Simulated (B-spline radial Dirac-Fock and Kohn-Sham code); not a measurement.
**W 4s: cross section and angular parameters**

System: the W atom, [Xe] 4f14 5d4 6s2; threshold 594.1 eV (tabulated edge). Method: Dirac-Hartree-Slater photoionisation with a Latter tail; cross sections with all multipoles, angular parameters from the dipole term and its interference with E2. Computed with a radial atomic solver.

```
hν (eV)  σ (kb)      β       γ
    960    43.6  1.858   0.642
 1253.6    31.6  1.889   0.596
   1290    30.4  1.891   0.589
   1890    17.7  1.916   0.448
   1910    17.5  1.916   0.444
   2000    16.3  1.919   0.423
   2460    11.9  1.927   0.322
   2690    10.3  1.931   0.275
   2910       ?      ?       ?
   4000    5.20  1.941   0.062
 5414.7    3.03  1.947  -0.074
 8047.8    1.44  1.952  -0.160
   8430    1.32  1.952  -0.160
   9940   0.958  1.954  -0.141
  10700   0.829  1.954  -0.121
  12700   0.589  1.955  -0.044
```

Q: Give the values at 2910 eV.

A: σ = 9.01 kb, β = 1.933, γ = 0.233. For an s subshell δ is negligible.
